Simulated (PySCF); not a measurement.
Ionisation energy of Tl⁺ by level of theory

Tl⁺ [Xe] 4f14 5d10 6s2 → Tl²⁺ [Xe] 4f14 5d10 6s1 [6s1/2^1, M_J = 1/2], as a difference of total energies. All numbers are calculated (PySCF 2.14, the two-component X2C-1e Hamiltonian, in x2c-TZVPPall-2c with one added diffuse shell each of s, p, d, f type (12s12p10d4f, 126 functions)). Correlated levels: [Xe] 4f14 frozen; the 54 highest virtual spinors dropped. "Screened" scales the spin-orbit matrix elements by Boettger's factors to mimic the two-electron term; Breit and QED terms are absent.

```csv
method,ionisation energy (eV)
GHF (screened spin-orbit),18.421
GMP2 (screened spin-orbit),20.320
GCCSD (screened spin-orbit),20.078
GCCSD(T) (screened spin-orbit),20.160
```

Errors of the correlated levels include the incompleteness of this basis and the frozen core.

**Question.** Which method comes closest to the reference value, and which is furthest?

**Answer.** The reference is 20.428 eV (measured; NIST Atomic Spectra Database, ionization energies). Closest: GMP2 (screened spin-orbit) (error -0.108 eV); furthest: GHF (screened spin-orbit) (error -2.007 eV).
